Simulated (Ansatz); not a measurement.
`C[NH][In]([CH3])[Cl]` and `C[NH][In]([CH3])[F]` differ in one element.

Ansatz, PBE0-D4/def2-TZVP geometries, multiplicity 1. Each molecule was computed in one conformer, which needn't be the lowest.

Elements past krypton have def2 core potentials.

```tsv
property	`C[NH][In]([CH3])[Cl]`
LUMO energy (PBE/def2-TZVPP) / eV	-1.63
HOMO–LUMO gap (B3LYP/def2-TZVPP) / eV	5.29
size of the dipole moment (ωB97M-V/def2-TZVPP) / D	3.36
HOMO–LUMO gap (ωB97M-V/def2-TZVPP) / eV	9.56
HOMO–LUMO gap (PBE/def2-TZVPP) / eV	3.66
HOMO–LUMO gap (PBE0/def2-TZVPP) / eV	5.81
```

Problem. What does the change do to each property? (Best estimate.)

Solution. The calculation gave: 
```
                                          property  `C[NH][In]([CH3])[F]`  shift
                 LUMO energy (PBE/def2-TZVPP) / eV                  -1.61   0.02
             HOMO–LUMO gap (B3LYP/def2-TZVPP) / eV                   5.26  -0.03
size of the dipole moment (ωB97M-V/def2-TZVPP) / D                   3.47   0.11
           HOMO–LUMO gap (ωB97M-V/def2-TZVPP) / eV                   9.61   0.05
               HOMO–LUMO gap (PBE/def2-TZVPP) / eV                   3.62  -0.04
              HOMO–LUMO gap (PBE0/def2-TZVPP) / eV                   5.79  -0.02
```

Dipoles are sizes alone; their direction can turn.

B3LYP here is the variant with VWN-RPA as its local correlation; programs differ in this.
